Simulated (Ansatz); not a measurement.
```xyz
9

B    -1.680    1.580    1.062
C    -0.721    0.612    0.459
C     0.073   -0.171   -0.041
B     1.007   -1.212   -0.623
O     2.065   -0.815   -1.364
H    -1.480    2.010    2.157
H    -2.645    1.920    0.447
H     0.787   -2.373   -0.413
H     2.593   -1.550   -1.685
```

The species carries charge 0 and has multiplicity 1.

Question: List the ωB97M-V/def2-TZVPP orbital energies in eV (the Gaussian-basis code of Ansatz). (Estimate.)

Answer: Ansatz gave: Occupied: -527.09, -281.58, -281.50, -188.91, -188.32, -32.06, -24.02, -19.66, -18.28, -16.46, -15.29, -13.68, -13.62, -12.96, -12.29, -10.84, -10.29. Lowest empty: -0.36, 0.72, 1.97, 2.33, 3.36, 3.48, 3.56, 3.86.
